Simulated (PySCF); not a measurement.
A side-by-side comparison of computed properties.

First species: glycolamide, C2H5NO2.
Structure used (GFN2-xTB), in Å, numbered top down from 1:
```
atom  x, y, z in Å
N1     1.543    0.097   -0.315
C2     0.254    0.475   -0.229
O3    -0.154    1.563   -0.575
C4    -0.704   -0.564    0.345
O5    -2.001   -0.051    0.371
H6     1.852   -0.815   -0.032
H7     2.217    0.744   -0.690
H8    -0.384   -0.829    1.363
H9    -0.672   -1.470   -0.276
H10   -1.941    0.854    0.014
```

Second species: C4H6FPS.
SMILES: `FC1=CCC[P@H]1=S`

Levels: CAM-B3LYP/def2-SVPD for HOMO energy, LUMO energy, HOMO–LUMO gap and static isotropic polarisability; TDDFT CAM-B3LYP/def2-SVPD for lowest singlet excitation; TDA CAM-B3LYP/def2-SVPD for lowest triplet excitation (Tamm–Dancoff). Geometries: GFN2-xTB. Each species is one conformer at its optimised geometry, gas phase, non-relativistic unless stated; the electronic structure was computed with PySCF and density fitting.

Dipoles, sizes and rotational constants follow the conformer. The torsions of the flexible species, by atom-mapped SMILES:
- `[NH2:1][C:2](=[O:3])[CH2:4][OH:5]`: N1–C2–C4–O5 180°, H–N1–C2–O3 -179°, H–N1–C2–O3 0°, H–O5–C4–C2 0°

The conformers of `FC1=CCC[P@H]1=S` aren't listed.

Problem. Which has the higher HOMO energy?

Solution. The second: -8.05 eV against -9.44 eV, a difference of 1.39 eV.

Problem. Which has the higher HOMO–LUMO gap?

Solution. The first: 10.37 eV against 8.34 eV, a difference of 2.03 eV.

Problem. Which of the two has the higher LUMO energy, and by how much?

Solution. The first: 0.93 eV against 0.29 eV, a difference of 0.64 eV.

Problem. Which of the two has the higher T1 energy, and by how much?

Solution. The first: 5.63 eV against 4.19 eV, a difference of 1.44 eV.

Problem. Which of the two has the higher static isotropic polarisability, and by how much?

Solution. The second: 90.6 au against 41.9 au, a difference of 48.7 au.

Problem. Which has the higher S1 energy?

Solution. The first: 6.10 eV against 5.29 eV, a difference of 0.81 eV.

On the first: The polarisability is 6.20 Å³ as a volume (1 au = 0.148185 Å³), or 1.05 au for each of the 40 electrons. The vertical singlet–triplet gap S1 − T1 is 0.47 eV (TDDFT singlet less Tamm–Dancoff triplet; S1: HOMO−1→LUMO+1, weight 0.94; T1: HOMO−1→LUMO+1, weight 0.93).

On the second: No computed singlet falls in the visible range (750 to 380 nm, 1.65 to 3.26 eV); S1 lies 2.03 eV above its blue end. The principal polarisabilities are 71.4, 82.2 and 118.2 au; their mean is the isotropic value.
